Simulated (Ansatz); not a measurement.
```yaml
crystal:
  periodic: [false, false, false]
  atoms:
    - {symbol: Si, position_ang: [-0.004839, 0.004742, 0.636067]}
    - {symbol: F, position_ang: [1.468754, -0.031095, -0.200571]}
    - {symbol: F, position_ang: [-0.706395, 1.283682, -0.226960]}
    - {symbol: F, position_ang: [-0.757520, -1.257329, -0.208546]}
basis:
  gaussian: {orbitals: def2-mTZVPP, final_grid: {core_spheres: 8, valence_spheres: 7, degree: 23}}
magnetization: {spin_polarized: true, initial_magnetization: 1}
hamiltonian: {xc: {name: revPBE0}}
accuracy: high
scf: {omitted_lower_state_checks: [starts]}
```

```sh
$ ansatz run in.yaml --threads 4 --pin off --events-out ev --progress --plain --max-ram 3916MiB
```

Output, abridged:

```
Functional definition: revPBE0
  name "revPBE0"
  cite "Zhang & Yang, Phys. Rev. Lett. 80, 890 (1998) doi:10.1103/PhysRevLett.80.890"
  cite "Adamo & Barone, J. Chem. Phys. 110, 6158 (1999) doi:10.1063/1.478522"
  cite "Perdew, Burke & Ernzerhof, Phys. Rev. Lett. 77, 3865 (1996) doi:10.1103/PhysRevLett.77.3865"
  parameter a = 0.25
  parameter kappa = 1.245
  parameter beta = 0.06672455060314922
  exchange = (1 - a)*pbe_x(kappa = kappa, mu = beta*pi^2/3) + a*exact_x
  correlation = pbe_c(beta = beta)
these checks for a lower state are left out or cut short: starts
1849 factors; integrals over basis functions are off by at most 3.0e-9 eV
mean field evaluation 1: about -16024.1938 eV, gradient 3.9e1 eV
mean field evaluation 2: about -16013.4210 eV, gradient 7.3e1 eV
mean field evaluation 4: about -16028.9419 eV, gradient 5.3e-1 eV
mean field evaluation 8: about -16029.0546 eV, gradient 5.2e-2 eV
mean field evaluation 16: about -16029.0546 eV, gradient 3.0e-5 eV
mean field -16029.05457006 eV, -589.0568905664 hartree, gradient 9.6e-8 eV, S^2 0.752046; 0 other end points of the search recorded, 0 dependent functions left out
reference -16029.05457263 eV, -589.0568906606 hartree; 21, 20 occupied and 78, 79 virtual orbitals, 1849 factors
Total energy: -16029.05457263 eV, -589.0568906606 hartree
Checks for a lower state left out: starts
```

It took 1.1 s on 4 threads of Arm Neoverse V2 on a shared host.
